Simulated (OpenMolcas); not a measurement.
## Lu+: CASPT2 settings compared

| Quantity | Value |
| --- | --- |
| Program | OpenMolcas 26.06 |
| Basis | ANO-RCC-VTZP [8s7p5d3f2g1h] |
| Scalar Hamiltonian | DKH3, point nucleus |
| Active space | 2 electrons in 6 orbitals (5d 6s) |
| State averaging | 2S+1 = 3 even, 12 roots (5 in the spin-orbit step); 2S+1 = 1 even, 6 roots |
| Spin-orbit coupling | RASSI with atomic mean-field integrals over the reference wave functions, term energies averaged over their components |

Methods on the same reference wave functions:
A. CASSCF
B. SS-CASPT2, IPEA 0.3 Eh, sigma2 regulariser 0.5 Eh (closed shells correlated: 5s 5p)
C. XMS-CASPT2, IPEA 0.6 Eh, sigma2 regulariser 0.25 Eh (closed shells correlated: none)
D. XMS-CASPT2, IPEA 0.4 Eh, sigma1 regulariser 0.2 Eh (closed shells correlated: 5s 5p)

Energies in cm⁻¹ above 6s² ¹S₀, the measured ground level; measured values from NIST Handbook of Basic Atomic Spectroscopic Data.

```tsv
Level	A	B	C	D	Measured
6s² ¹S₀	0.0	0.0	0.0	0.0	0.0
5d 6s ³D₁	9668	12120	11840	12940	11796
5d 6s ³D₂	10423	12830	12510	13620	12435
5d 6s ³D₃	12105	14560	14280	15370	14199
5d 6s ¹D₂	16513	17920	17060	18330	17333
```

Deviations, from unrounded energies. A percentage is the sum of absolute deviations over the sum of measured energies, with the sign that they share, or ± where signs differ.

```csv
Against measurement,Levels,A,B,C,D
mean absolute deviation (cm-1),4,1800,410,120,1100
other configurations (%),4,-12.7,+3.0,±0.9,+8.1
```

C lies closest to measurement on these levels and A furthest from it. The largest miss of C in the table is 5d 6s ¹D₂, by -280 cm-1. The ranking rests on the paired levels alone, and a cruder setting can come out closer through cancelling errors.

Among B to D the level of the table that moves most is 5d 6s ¹D₂, by 1300 cm-1 (lowest in C, highest in D). Moves below CASPT2's spread within the term are not significant.

The lowest spin-free term lies below A's lowest term by 0.208 hartree in B, 0.014 hartree in C, 0.213 hartree in D.

Term energies are means over components that CASPT2 splits; among the terms shown or strongly mixed into the levels shown the widest spread is 200 cm-1 (5d 6s ¹D, D). Some high roots are left out of the spin-orbit mixing, which shifts the levels that they would mix with. A single d shell beside an s shell can misplace configurations of different d count against each other. Without dynamic correlation excited terms often stand tens of per cent too high (terms of higher spin than the ground term too low), and those without a measured partner can miss by more than the paired ones (holds for A). Computed and measured levels are paired by configuration, term and J; levels that our copy of the source lacks, or whose pairing is in doubt (as where it misses far off the trend of its configuration), stay unpaired and out of the deviations. Levels of configurations outside the active space are missing.
